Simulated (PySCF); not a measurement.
C₆ coefficients of unlike pairs at M06-L

Calculated with PySCF 2.14 from the dipole response of each species, C₆(A,B) = (3/π) ∫ α_A(iu) α_B(iu) du, in atomic units, from isotropic polarisabilities. For ions this is the dispersion term alone; charge-induced terms of lower order in 1/R come first.

```
species      configuration                                                                                    basis      relativity  α (bohr³)  C₆ (like pair)
     C+  [He] 2s2 2p1 (2P)                                                                   def2-TZVPPD (6s3p3d1f)            none      6.030           14.71
 Cu(2+)      [Ar] 3d9 (2D)  aug-cc-pwCVTZ-DK with one added diffuse shell each of s, p, d, f, g type (11s10p8d5f4g)   spin-free X2C      3.177           8.788
      S  [Ne] 3s2 3p4 (3P)                                                               aug-cc-pV(T+d)Z (6s5p4d2f)            none      20.72           146.4
    Sr+      [Kr] 5s1 (2S)                       def2-TZVPPD with the def2 core potential (28 electrons) (6s4p3d1f)  core potential      83.55           705.1
```

Problem. Estimate C₆ for Sr+ with S.

Solution. The integral gives 283.6. The combination rule 2 C_A C_B / (C_A α_B/α_A + C_B α_A/α_B) gives 269.8 and the geometric mean 321.3.

No spin-orbit coupling is included.

The other pairs:

```json
{"pair": "S, C+", "C₆": "46.21"}
{"pair": "Cu(2+), C+", "C₆": "10.48"}
{"pair": "Sr+, Cu(2+)", "C₆": "54.42"}
{"pair": "Sr+, C+", "C₆": "86.81"}
{"pair": "S, Cu(2+)", "C₆": "31.89"}
```
